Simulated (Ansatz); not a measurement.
`[ZnH][Br]` + `N=CO` → `O/C=[N]/[ZnH]` + HBr  (ligand exchange at a Zn–Br bond)

Gas-phase electronic energies from Ansatz, PBE0-D4/def2-TZVP geometries. CCSD(T)/CBS is the MP2 limit (def2-TZVPP, def2-QZVPP) plus CCSD(T) − MP2 in def2-TZVPP, frozen cores. This one scheme is used for every species. DFT in def2-TZVPP. HSE06 is defined as in plane-wave codes. For Br, Zn outer-core shells are correlated without core-valence functions, which leaves a few kJ/mol of doubt a bond. Scalar relativity is left out up to krypton. Each species was taken in one conformer, which may not be the lowest.

Q: Is it downhill or uphill in electronic energy at CCSD(T)/CBS, and by how much? (Estimate.)

A: The calculation gave: Uphill: ΔE = +1.39 eV.

Q: What do these levels give: PBE-D4, PBE0-D4, ωB97M-V, HSE06, HF/def2-SVP, MP2/CBS(def2)? (Best estimate.)

A: Ansatz gave: PBE-D4 1.27, PBE0-D4 1.39, ωB97M-V 1.38, HSE06 1.41, HF/def2-SVP 1.63, MP2/CBS(def2) 1.33 eV.

Largest T1 diagnostic among the species: 0.017.

In def2-TZVPP, CCSD(T) changes the Hartree–Fock value by −0.38 eV (the triples alone add −0.05 eV) and MP2 by −0.43 eV. Leaving LDA and LC-ωPBE aside and taking each functional with its dispersion term where it has one, the values, not all of them listed here, spread over 0.25 eV, from BLYP-D4 to BHLYP-D4. LDA lies −0.08 eV from PBE without D4. From BLYP to BHLYP (50 % exact exchange), in def2-TZVPP and without D4, ΔE moves by +0.23 eV.
